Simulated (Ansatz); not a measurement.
Al₃B⁻. The state is a doublet with charge -1. Geometry B3LYP-D4/def2-TZVPD, basis def2-TZVPD, Ansatz.

Cartesian coordinates in Å:
```
B -0.060 -0.080 -0.257
Al 1.209 1.391 -0.932
Al -1.540 0.674 0.814
Al 0.391 -1.985 0.374
```

```csv
run,HOMO (eV),LUMO (eV)
A,-0.10,0.30
B,0.19,0.45
C,0.00,0.30
D,-0.42,0.72
E,-0.16,0.46
F,-0.70,0.96
```

The structure comes from a short search, and lower isomers may exist.

HOMO and LUMO are taken over both spins.

**Question.** The runs used B97M-V, BLYP, PBE, PBE0, r2SCAN, r2SCANh. Estimate which is which.

**Answer.** A B97M-V (0 % exact exchange); B BLYP (0 % exact exchange); C PBE (0 % exact exchange); D r2SCANh (10 % exact exchange); E r2SCAN (0 % exact exchange); F PBE0 (25 % exact exchange). Exact exchange lowers occupied and raises empty levels; among semilocal functionals meta-GGAs tend to open the gap a little, and such runs are hard to tell apart. The gap grows from 0.25 eV (BLYP) to 1.66 eV (PBE0). At BLYP-D4/def2-TZVPD the highest occupied level of the charge -1 doublet lies above zero (up to 0.19 eV). By energy differences its removal costs 2.03 eV (vertical, to the charge 0 triplet, at PBE0-D4/def2-TZVPD). At r2SCANh-D4/def2-TZVPD the charge -1 doublet is spin-contaminated (final ⟨S²⟩ up to 0.84, 0.75 for a pure state).
